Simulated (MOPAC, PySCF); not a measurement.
C3H5N, SMILES `C#CNC`, neutral singlet in the gas phase. 

Cartesian coordinates (Å):
```xyz
9

C      2.1742    -0.1110     0.3352
C      1.0699     0.2589     0.0312
N     -0.1570     0.6324    -0.3486
C     -1.2509    -0.3016    -0.1448
H      3.1553    -0.4275     0.5926
H     -0.3809     1.5928    -0.1365
H     -2.1521     0.1042    -0.6058
H     -1.4493    -0.5046     0.9143
H     -1.0092    -1.2436    -0.6375
```
Charge 0, multiplicity 1.

All levels are single points at this geometry (PBE0-D4/def2-TZVP); Pople sets use spherical d functions. Orbital energies aren't observables, and empty levels follow the basis.

PBE0-D4/def2-TZVP in PySCF gives dipole (D) = 1.87.

Problem. Estimate the dipole (D) from each of these levels: B3LYP-D3(BJ)/def2-TZVP in PySCF; B3LYP/6-31G* in PySCF; SVWN5/6-31G* in PySCF; HF/6-31G* in PySCF; HF/STO-3G in PySCF; PM3 in MOPAC; PM6 in MOPAC; PM7 in MOPAC.

Solution. 
```tsv
level	dipole (D)
B3LYP-D3(BJ)/def2-TZVP in PySCF	1.85
B3LYP/6-31G* in PySCF	1.75
SVWN5/6-31G* in PySCF	1.84
HF/6-31G* in PySCF	1.71
HF/STO-3G in PySCF	1.40
PM3 in MOPAC	1.28
PM6 in MOPAC	2.18
PM7 in MOPAC	2.21
```
